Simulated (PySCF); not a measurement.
Compound: BI₃.
Structure used (PBE0-D3(BJ)/def2-SVP), in Å, numbered top down from 1:
```
atom  x, y, z in Å
I1    -1.7468   -0.9447    0.8657
B2     0.0587   -0.0062    0.2765
I3     1.9205   -0.8767    0.7911
I4     0.0053    1.8071   -0.8170
```

Method used: PBE0-D3(BJ)/def2-SVP geometry optimisation, gas phase, def2 core potentials past Kr (PySCF 2.14.0).

Take the most abundant isotopes and a rigid rotor. 

(1) What are A, B and C (cm⁻¹)?

(2) What kind of rotor is it?

(3) What does the inertial defect say?

Results:

(1) Ia = 853.59, Ib = 854.91, Ic = 1708.50 u·Å²; 505379 MHz·u·Å²/I gives 592.1, 591.2 and 295.8 MHz, that is A = 0.01975, B = 0.01972, C = 0.00987 cm⁻¹.

(2) An oblate symmetric top, as the point group D3h requires two equal moments; the computed ones differ by 0.15 % because the geometry is symmetric only within the optimiser's tolerance: κ = (2 × 591.2 − 592.1 − 295.8)/(592.1 − 295.8) = 0.99.

(3) Planar: Δ = Ic − Ia − Ib = 0.00 u·Å². For a rigid frame Δ = −2 Σ m c², so it vanishes when all atoms lie in the ab plane; here none is more than 0.01 Å from it.

The point group D3h allows no dipole (computed: 0.00 D), so a rigid rotor has no electric-dipole lines.

No PBE0-D3(BJ)/def2-SVP frequencies stand behind this structure, so it isn't proved a minimum. Zero-point vibration and centrifugal distortion are left out.
